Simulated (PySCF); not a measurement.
# Vertical excitation energies

Compound: C7H9NO.
SMILES: `N#C[C@@H]1CC[C@@]12C[C@@H]2O`

Method: TDDFT PBE0/def2-SVPD, vertical, gas phase, core orbitals frozen in the response in PySCF. Isolated species at its GFN2-xTB geometry (one conformer only).

Predict the UV-vis stick spectrum at this level.

```
state  E (eV)  ν̃ (cm⁻¹)       f     main configurations (H = HOMO, L = LUMO)
   S1    6.83      55120  0.0043                       H→L (67%), H→L+1 (27%)
   S2    7.22      58210  0.0081          H→L+1 (40%), H→L+2 (28%), H→L (26%)
   S3    7.28      58680  0.0071                     H→L+2 (64%), H→L+1 (30%)
   S4    7.45      60060  0.0063                   H-1→L (84%), H-1→L+1 (11%)
   S5    7.58      61150  0.0027  H-1→L+1 (28%), H-2→L+2 (21%), H-2→L+1 (13%)
   S6    7.64      61640  0.0046   H-1→L+1 (43%), H-2→L+2 (13%), H-2→L+1 (8%)
```

Triplets (Tamm–Dancoff): T1 6.32 eV, H-3→L+2 (24%), H-3→L+1 (10%), H-2→L+3 (9%); T2 6.61 eV, H→L (58%), H→L+1 (29%).

The lowest singlet lies at 6.83 eV (181 nm, vacuum ultraviolet) and is very weak; its leading configuration is HOMO→LUMO (67%). The largest oscillator strength of a single state is 0.0081. Löwdin shares by element: HOMO carbon 48% or more, oxygen 30% (atoms not listed hold the other 22%); LUMO oxygen 16%, carbon 15% or more, hydrogen 10% or more (atoms not listed hold the other 60%). Of the 6 states listed, none reaches f = 0.01 and none stays under 0.0005. Weighted by f, the mean energy of these states is 7.31 eV. The listed states span 0.81 eV, and the widest gap between neighbours is 0.38 eV (S1 to S2). The window holds the lowest 6 singlets.
